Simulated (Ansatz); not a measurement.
Correlation energies of C$_{4}$H$_{10}$BCl, SMILES `CCB(Cl)CC` by basis set

```tsv
atom	x (Å)	y (Å)	z (Å)
C1	0.3096	1.6994	-2.0341
C2	-0.1876	0.4217	-1.3748
B3	0.0543	0.2161	0.1555
Cl4	0.4139	1.6216	1.1670
C5	-0.0127	-1.1992	0.8149
C6	-0.2068	-1.3025	2.3202
H7	1.3966	1.7836	-1.9625
H8	-0.1122	2.5834	-1.5526
H9	0.0432	1.7338	-3.0928
H10	0.1850	-0.4650	-1.9037
H11	-1.2825	0.3471	-1.4848
H12	-0.7648	-1.7927	0.2793
H13	0.9417	-1.6722	0.5286
H14	0.5784	-0.7683	2.8582
H15	-1.1598	-0.8647	2.6266
H16	-0.1963	-2.3422	2.6550
```

Total charge 0; spin multiplicity 1. Geometry: relaxed with PBE0-D4/def2-TZVP. It is one conformer, not always the lowest. Frozen core, restricted reference, Ansatz 0.2.0.

```json
{"basis": "def2-SVP", "HF (Eh)": "-641.26568", "MP2 corr.": "-0.79368", "CCSD corr.": "-0.87057", "(T)": "-0.02493", "CCSD(T) total": "-642.16118"}
{"basis": "def2-TZVPP", "HF (Eh)": "-641.61575", "MP2 corr.": "-0.99432", "CCSD corr.": "–", "(T)": "–", "CCSD(T) total": "–"}
{"basis": "def2-QZVPP", "HF (Eh)": "-641.63681", "MP2 corr.": "-1.06396", "CCSD corr.": "–", "(T)": "–", "CCSD(T) total": "–"}
```
